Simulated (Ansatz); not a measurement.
Ideal-gas functions of C₂H₄SSe, SMILES `C=C(S)[SeH]` at 400 K and 1 bar, from an Ansatz frequency run at PBE0-D4/def2-TZVP.

Molar mass 139.08 g/mol, point group C1 (symmetry number 1), electronic degeneracy 1, moments of inertia 74.725, 249.582, 321.251 u Å². Harmonic wavenumbers (cm⁻¹, unscaled): 203, 224, 288, 317, 421, 493, 686, 783, 835, 913, 949, 1132, 1413, 1653, 2433, 2700, 3164, 3257.

Use S(trans) = R[1.5 ln M + 2.5 ln T − 1.1517]; rotational temperatures θ = 24.2544 K / I; S(rot) = R[ln(√π/σ · √(T³/θAθBθC)) + 1.5]; for each mode x = 1.438777 ν̃/T, S = R[x/(eˣ − 1) − ln(1 − e⁻ˣ)] and H = RT x/(eˣ − 1); 1 cm⁻¹ = 0.0119627 kJ/mol; R = 8.31446 J/(mol·K).

Question: By hand: the entropy, in J/(mol·K).

Answer: Translation 176.5. Rotation: θ = 0.3246, 0.0972, 0.0755 K, giving 117.1. Vibration, mode by mode: 11.11, 10.33, 8.38, 7.66, 5.62, 4.56, 2.64, 2.00, 1.73, 1.38, 1.24, 0.73, 0.32, 0.15, 0.01, 0.01, 0.00, 0.00, in all 57.9. Electronic 0.0. Sum 351.5 J/(mol·K).

Question: By hand: H − E and G − E in kJ/mol, counted from the electronic energy.

Answer: Zero-point energy ½ × 21864 × 0.0119627 = 130.8; thermal vibration 13.8; translation, rotation and pV give 4 RT = 13.3. H − E = 157.9 kJ/mol, and G − E = 157.9 − 400 × 351.5/1000 = 17.3 kJ/mol.

Vibration gives 16 % of the entropy. The sum counts one conformer and one mirror image; others add a mixing term.
